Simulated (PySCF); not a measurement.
Species: N-formylmorpholine, C5H9NO2.
Cartesian coordinates in Å at the GFN2-xTB level; atoms count from 1:
```
atom  x, y, z in Å
O1     2.6955   -1.1589    0.3124
C2     2.1096   -0.1167    0.1454
N3     0.8607    0.0031   -0.3331
C4     0.0487   -1.1637   -0.6117
C5    -1.1814   -1.1439    0.3009
O6    -1.8989    0.0637    0.1603
C7    -1.0977    1.1743    0.4842
C8     0.1381    1.2474   -0.4249
H9     2.5655    0.8685    0.3602
H10   -0.2687   -1.1385   -1.6598
H11    0.6575   -2.0500   -0.4288
H12   -0.8607   -1.2680    1.3463
H13   -1.8749   -1.9434    0.0369
H14   -0.7711    1.1099    1.5342
H15   -1.7270    2.0560    0.3540
H16    0.7838    2.0740   -0.1248
H17   -0.1862    1.3982   -1.4615
```

Method: PySCF, TDDFT wB97X-D/def2-SVPD, vertical, gas phase, core orbitals frozen in the response.

Frontier orbitals with the atoms that hold most of them (Löwdin shares over 4%, at most four atoms; ? is withheld):

| orbital | ε (eV) | atoms |
| --- | --- | --- |
| HOMO-3 | -11.39 | O6 44%, C5 10%, C7 9%, C4 6% |
| HOMO-2 | -10.29 | O6 49%, N3 11%, O1 9%, C5 6% |
| HOMO-1 | -9.55 | ? |
| HOMO | -8.88 | ? |
| LUMO | 2.08 | C2 20%, O1 12%, C8 10%, H17 6% |
| LUMO+1 | 2.31 | C2 21%, O1 12%, H14 10%, C7 10% |
| LUMO+2 | 2.73 | C5 16%, O6 12%, H12 12%, H13 9% |

(1) Give the leading atoms of the HOMO.

(2) Which atoms hold the HOMO-1, and with what shares?

(3) How does S1 compare with the orbital gap of 10.96 eV?

(4) One configuration dominates each of S2 and S3. Which, and how do the shares of the two leading atoms of either orbital change from the occupied to the empty one?

Results:

(1) N3 (bonded to 3 C) 30%; O1 (bonded to C) 18%; O6 (bonded to 2 C) 14%; C8 (bonded to C, N and 2 H) 7%. By element: oxygen 32%, nitrogen 30%, carbon 7% or more.

(2) O1 (bonded to C) 68%; C2 (bonded to N, O and H) 14%; H9 (bonded to C) 7%; N3 (bonded to 3 C) 6%.

(3) S1 is at 5.84 eV (f = 0.0012), 5.13 eV below the gap, made of HOMO-1→LUMO (46%), HOMO-1→LUMO+1 (38%). Its leading pair isn't HOMO and LUMO; the energies of that pair differ by 11.63 eV. 

(4) 
- S2 (6.85 eV, f 0.217), HOMO→LUMO (79%): N3 30% → at most 7%, O1 18% → 12%, C2 at most 7% → 20%
- S3 (7.22 eV, f 0.032), HOMO→LUMO+1 (76%): N3 30% → at most 10%, O1 18% → 12%, C2 at most 7% → 21%

Löwdin shares depend on the basis, the more so with diffuse functions.

One conformer stands for the species.
